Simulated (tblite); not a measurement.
Computed values, GFN2-xTB/tblite, gas phase, harmonic and unscaled. Against measured fundamentals such values can be off by several per cent, at times by over 20. Modes of hydrogen on silicon and sulfur can be 10 to 20 % off. One conformer each. Open shells enter through the occupations alone, without spin polarisation, and single modes of such species can be off by tens of per cent. Thermal functions are those of the rigid rotor and harmonic oscillator, without mixing of conformers.

Task: Order these by their ideal-gas entropy at 298.15 K and 1 bar, highest first (cal/(mol K)).
A. `CC(=S)C[Si@H]([SiH2]S)O`
B. `CC/C=N/[SiH3]`
C. `[SiH3]CCCCS[SiH3]`
D. `CCN[SiH2]OC`
E. `CC(C)[C@H](C)[NH]` [radical]

Result: A (118.3), C (108.8), D (96.4), E (88.3), B (85.4).

```
                  SMILES  atoms  mass (u)  symmetry number  modes under 300 cm⁻¹  ZPE (kcal/mol)  S translation (cal/(mol K))  S rotation  S vibration  S spin      S    Cp
CC(=S)C[Si@@H](O)[SiH2]S     18    181.97                1                    11            74.7                         41.5        30.9         45.9     0.0  118.3  48.3
       [SiH3]CCCCS[SiH3]     21    150.04                1                     9           101.3                         41.0        30.1         37.8     0.0  108.8  44.5
             CCN[SiH2]OC     17    105.06                1                     7            87.2                         39.9        28.0         28.5     0.0   96.4  34.0
       CC(C)[C@H](C)[NH]     18     86.10                1                     7           100.4                         39.3        26.8         20.8     1.4   88.3  31.9
           CC/C=N/[SiH3]     14     87.05                1                     5            68.4                         39.3        26.6         19.5     0.0   85.4  28.6
```

Entropies and Cp are for 298.15 K and 1 bar.
